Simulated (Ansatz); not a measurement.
Cost and result for the atomization energy of `NC1O[SiH2]1` (9 atoms, 9 bonds).

```xyz
9

N    -1.203    0.565    0.789
C     0.147    0.363    0.482
O     0.615    0.730   -0.912
Si    0.817   -0.889   -0.643
H    -1.451    1.546    0.827
H    -1.840    0.080    0.174
H     0.806    0.838    1.206
H     2.197   -1.421   -0.555
H    -0.088   -1.813   -1.369
```

Total charge 0; spin multiplicity 1. The geometry is a stationary point of PBE0-D4/def2-TZVP. It is one conformer, not always the lowest. Program: Ansatz. All runs use 2 threads of an Arm Neoverse V1 on a shared host. Times are those of one run each, without the atoms' runs, and a repeat can differ threefold. Electronic energies, without spin–orbit coupling; frozen cores. CCSD(T)/CBS adds CCSD(T) − MP2 in def2-TZVPP to the MP2 limit, and its time is that of the two runs behind it. T1 = 0.014. B3LYP takes the VWN-RPA correlation (the form of Gaussian; ORCA's B3LYP/G).

CCSD(T)/CBS is a level of theory with its own doubt, some kJ/mol a heavy atom from the limit and from the frozen cores, so smaller differences don't rank the functionals.

```
                             level  functions  wall time  atomization (kJ/mol)  difference from CCSD(T)/CBS  per bond
              revPBE-D4/def2-TZVPP        205      2.2 s                3174.4                         -8.6      -1.0
                BLYP-D4/def2-TZVPP        205      2.2 s                3198.4                         15.4       1.7
                  CCSD(T)/def2-SVP         85        3 s                2934.0                       -249.0     -27.7
               BHLYP-D4/def2-TZVPP        205      3.2 s                3056.0                       -127.0     -14.1
           CAM-B3LYP-D4/def2-TZVPP        205      3.4 s                3198.6                         15.6       1.7
 B3LYP-D4/def2-TZVPP (with forces)        205      4.7 s                3183.2                          0.2       0.0
             r2SCANh-D4/def2-TZVPP        205      5.5 s                3153.9                        -29.1      -3.2
                 B2PLYP/def2-TZVPP        205      5.5 s                3146.0                        -37.0      -4.1
r2SCAN-D4/def2-TZVPP (with forces)        205        6 s                3183.4                          0.4       0.0
                 B97M-V/def2-TZVPP        205        9 s                3185.4                          2.4       0.3
                    MP2/def2-QZVPP        391       21 s                3200.8                         17.8       2.0
                CCSD(T)/def2-TZVPP        205       77 s                3077.9                       -105.1     -11.7
                 CCSD(T)/CBS(def2)          –       97 s                3183.0                          0.0       0.0
```

From PBE to PBE0 (25 % exact exchange), in def2-TZVPP and without D4, the atomization energy moves by −84.6 kJ/mol: exact exchange takes away binding that semilocal exchange gives to molecules. The D4 term adds +24.8 kJ/mol with B3LYP and +12.7 kJ/mol with PBE0; it sums over pairs of atoms, weighted by their polarisabilities, and B3LYP, whose exchange is more repulsive, gets the larger term. In def2-TZVPP, CCSD(T) changes the Hartree–Fock value by +938.0 kJ/mol (the triples alone add +58.4 kJ/mol) and MP2 by +997.7 kJ/mol; breaking electron pairs costs correlation energy, which Hartree–Fock lacks.
